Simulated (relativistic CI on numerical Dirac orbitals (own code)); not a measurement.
Yb20+: computed level list

Calculated at this level of theory: Dirac-Coulomb-Breit CI, separate exchange-only KLI orbitals for each configuration, model QED (radiative potential, 1s self-energy scaled to tabulated hydrogen-like ionisation energies), unscaled Slater integrals (own radial code, finite nucleus).

CI space (outside the closed core [Ar] 3d10): 4s2 4p6 4d10 4f4, 4s2 4p6 4d10 4f3 5s, 4s2 4p6 4d10 4f2 5s2, 4s2 4p6 4d10 4f3 5p, 4s2 4p6 4d10 4f2 5s 5p, 4s2 4p6 4d9 4f5, 4s2 4p6 4d10 4f2 5p2, 4s2 4p6 4d10 4f2 5s 5d, 4s2 4p6 4d10 4f3 5d, 4s2 4p6 4d10 4f2 5p 5d, 4s2 4p6 4d9 4f3 5s2, 4s2 4p5 4d10 4f5, 4s2 4p6 4d10 4f3 5f, 4s2 4p6 4d9 4f4 5s, 4s2 4p6 4d10 4f2 5d2, 4s2 4p6 4d10 4f3 6s, 4s2 4p6 4d10 4f3 5g, 4s 4p6 4d10 4f5, 4s2 4p6 4d10 4f3 6d. Levels of other configurations are missing.

The lowest level is 4s2 4p6 4d10 4f4 5I_4, with 90 % of that term; Hund's rules for 4s2 4p6 4d10 4f4 give 5I with J = 4, in agreement.

```tsv
No.	Configuration	Term	J	E (eV)	%	Landé g	Lifetime (s)
1	4s2 4p6 4d10 4f4	5I	4	0.0000	90	0.619	
2	4s2 4p6 4d10 4f4	5I	5	0.9829	95	0.904	3.46e-02
3	4s2 4p6 4d10 4f4	5I	6	1.9282	95	1.064	3.12e-02
4	4s2 4p6 4d10 4f4	5I	7	2.8040	89	1.160	4.57e-02
5	4s2 4p6 4d10 4f4	5I	8	3.6135	80	1.220	9.88e-02
6	4s2 4p6 4d10 4f4	5F	2	4.1199	64	1.023	1.31e+02
7	4s2 4p6 4d10 4f4	5F	1	4.1647	86	0.071	2.80e+02
8	4s2 4p6 4d10 4f4	5F	4	4.7724	27	1.079	8.27e-03
9	4s2 4p6 4d10 4f4	5F	3	4.8077	82	1.203	1.08e-01
10	4s2 4p6 4d10 4f4	5S	2	5.0585	74	1.811	2.47e-01
11	4s2 4p6 4d10 4f4	3K	6	5.4406	93	0.868	6.85e-03
12	4s2 4p6 4d10 4f4	5G	2	5.5384	75	0.464	7.67e-02
13	4s2 4p6 4d10 4f4	5G	3	5.7810	60	0.895	3.14e-02
14	4s2 4p6 4d10 4f4	3K	7	5.8918	49	0.972	6.78e-03
15	4s2 4p6 4d10 4f4	5F	5	5.9305	56	1.288	1.89e-02
16	4s2 4p6 4d10 4f4	5F	4	5.9361	62	1.181	7.29e-03
17	4s2 4p6 4d10 4f4	3L	8	6.4551	24	1.036	8.54e-03
18	4s2 4p6 4d10 4f4	3H	5	7.0724	35	1.209	6.93e-03
19	4s2 4p6 4d10 4f4	5G	4	7.1253	69	1.056	5.51e-03
20	4s2 4p6 4d10 4f4	3D	2	7.3798	40	1.180	5.62e-03
21	4s2 4p6 4d10 4f4	3G	3	7.3865	60	0.842	8.14e-03
22	4s2 4p6 4d10 4f4	3P	1	7.9283	57	1.038	6.79e-03
23	4s2 4p6 4d10 4f4	3L	7	8.0864	56	0.939	4.58e-03
24	4s2 4p6 4d10 4f4	5G	5	8.1247	62	1.170	7.83e-03
25	4s2 4p6 4d10 4f4	5G	6	8.2918	57	1.250	9.53e-03
26	4s2 4p6 4d10 4f4	3L	8	8.3101	49	0.988	1.31e-02
27	4s2 4p6 4d10 4f4	1D	2	8.3705	42	1.009	6.85e-03
28	4s2 4p6 4d10 4f4	3L	9	8.4815	52	1.061	1.44e-02
29	4s2 4p6 4d10 4f4	3K	8	8.4987	38	1.019	6.05e-03
30	4s2 4p6 4d10 4f4	3P	0	8.5567	100		4.78e-02
```

Energies count from the lowest computed level; lifetimes are radiative, by E1, M1, E2, M2 decay to levels of this space only.

The mean weight of the leading LS term, summed over parents, in these 30 levels is 64 %, and that of the leading jj configuration (from the same eigenvectors) 63 %.

At this charge energies of transitions that change n are usually good to better than 1 %, and those within a shell (Δn = 0) to a few per cent. Terms inside the open d or f shell come out 10 to 20 % too wide with unscaled integrals.

Landé's interval rule says that E(J) − E(J−1) = AJ with one A. For the ground term the intervals give A = 1585.5, 1270.8, 1009.0, 816.2 cm⁻¹ for J = 5, 6, 7, 8; the multiplet is regular.

LS names give the leading component of a level, which can be under half, so a name can repeat, a term be missing and a line seem to break the LS rules.
